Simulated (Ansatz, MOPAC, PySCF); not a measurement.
Species: HB$_{2}$O$_{2}$ (charge +1, singlet). SMILES: O=BB=[OH+]
Coordinates optimised at B3LYP-D3(BJ)/def2-TZVP (Ansatz, a quantum-chemistry and plane-wave program):
```xyz
5

O      0.0000     0.0000    -1.9166
B      0.0000     0.0000    -0.7007
B      0.0000     0.0000     0.9380
O      0.0000     0.0000     2.1292
H      0.0000     0.0000    -2.8868
```
Charge +1, spin multiplicity 1.

Property: vertical ionisation energy to the doublet, in eV. Terms: no spin-orbit coupling; each state is the SCF solution reached for its charge and spin; six Cartesian d functions in 6-31G* and its kin unless marked 5d; non-relativistic; open shells spin-unrestricted; no dispersion term unless named; 6-311+G** with 5d; frozen cores in correlated levels. First-principles rows: single points at B3LYP-D3(BJ) geometries (Ansatz). Semi-empirical rows: differences of heats of formation at the shared geometry for vertical values.

```
level               program  vertical ionisation energy to the doublet (eV)
------------------  -------  ----------------------------------------------
AM1                   MOPAC                                           18.55
PM6                   MOPAC                                           17.80
MNDO                  MOPAC                                           18.74
HF/6-31G*            Ansatz                                           16.92
PBE/6-31G*           Ansatz                                           19.10
B3LYP/3-21G          Ansatz                                           19.35
B3LYP/6-31G*         Ansatz                                           18.97
M06-2X/6-31G* (5d)    PySCF                                           18.89
MP2/6-31G*           Ansatz                                           19.12
MP2/6-311+G**        Ansatz                                           19.20
PBE0/def2-TZVPD      Ansatz                                           18.90
```

No value to compare with is used here. The 10 habitual levels span 16.92 (HF/6-31G*) to 19.35 eV (B3LYP/3-21G); PBE0/def2-TZVPD gives 18.90.

The levels are drawn from those run, B3LYP/6-31G* more often than the rest, none by its result; left out are runs that failed, that the program found above a lower state of the same kind, or whose <S^2> lies over 0.5 above the pure value.
